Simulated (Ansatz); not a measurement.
Basis-set series for C$_{2}$H$_{2}$Zn, SMILES `C#[C][ZnH]`. The species carries charge 0 and has multiplicity 1. The structure was optimised at the PBE0-D4/def2-TZVP level.

```xyz
5

C     0.656   -1.409    0.231
C     0.153   -0.323    0.052
Zn   -0.633    1.365   -0.224
H     1.098   -2.367    0.388
H    -1.274    2.734   -0.447
```

```
functional       basis  functions  energy (Eh)  HOMO (eV)  LUMO (eV)
   PBE0-D4  def2-TZVPP        154  -1856.41071      -8.03      -0.90
   PBE0-D4  def2-QZVPP        274  -1856.45770      -8.04      -0.93
   ωB97M-V  def2-TZVPP        154  -1856.63141     -10.29       0.61
   ωB97M-V  def2-QZVPP        274  -1856.67679     -10.30       0.43
```

Give the rows for def2-SVP. (Estimate.)

Ansatz gave: 
| functional | basis | functions | energy (Eh) | HOMO (eV) | LUMO (eV) |
| --- | --- | --- | --- | --- | --- |
| PBE0-D4 | def2-SVP | 69 | -1856.06373 | -7.84 | 0.08 |
| ωB97M-V | def2-SVP | 69 | -1856.28087 | -10.09 | 2.08 |

Positive LUMOs are unbound and depend on the basis. Scalar relativity is left out up to krypton.
